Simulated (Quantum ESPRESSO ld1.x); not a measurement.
Results of a calculation; reference values are marked as such.
Task: Species: Er+. Configuration: [Kr] 4d10 4f12 5s1.75 5p6 6s1 5d0.25 (fractional occupations, a model configuration). Code: ld1.x of Quantum ESPRESSO 7.5. Model: scalar-relativistic Kohn-Sham, LDA (Slater exchange, Perdew-Wang correlation), spin-polarised, spherical densities, point nucleus; open shells are filled with parallel spins first. Some entries of the table are withheld. Estimate them.

orbital,occ.,eigenvalue (eV),<r^2> (bohr^2)
1s up,1,-57333.3,0.0005685
1s down,1,-57333.2,0.0005685
2s up,1,-9639.22,0.008844
2s down,1,-9639.15,0.008844
2p up,3,-8529.66,0.007191
2p down,3,-8529.60,0.007191
3s up,1,-2165.44,0.05815
3s down,1,-2164.55,0.05813
3p up,3,-1827.96,0.05852
3p down,3,-1827.07,0.05849
3d up,5,-1404.71,0.04879
3d down,5,-1404.01,0.04875
4s up,1,-433.434,0.2920
4s down,1,-431.634,0.2920
4p up,3,-322.397,0.3312
4p down,3,-320.621,0.3313
4d up,5,-173.677,0.3963
4d down,5,-171.925,0.3967
5s up,1,-60.1990,1.755
5s down,0.75,-59.0573,1.765
5p up,3,-34.4757,2.517
5p down,3,-33.4983,2.529
4f up,7,-11.7425,0.9091
4f down,5,-10.1272,0.9404
6s up,1,-9.9181,13.86
6s down,0,-8.9340,14.48
5d up,0.25,-7.6921,8.625
5d down,0,-6.7931,8.855
6p up,0,-6.0214,22.76
6p down,0,-5.2508,25.45
7s up,0,-2.9101,71.11
7s down,0,-2.7255,77.80
6d up,0,-2.0382,77.52
6d down,0,-1.8753,89.84
5f up,0,(1),161.4
5f down,0,(2),202.2

Result: 
(1) 5f up eigenvalue (eV): -1.0687
(2) 5f down eigenvalue (eV): -1.0010
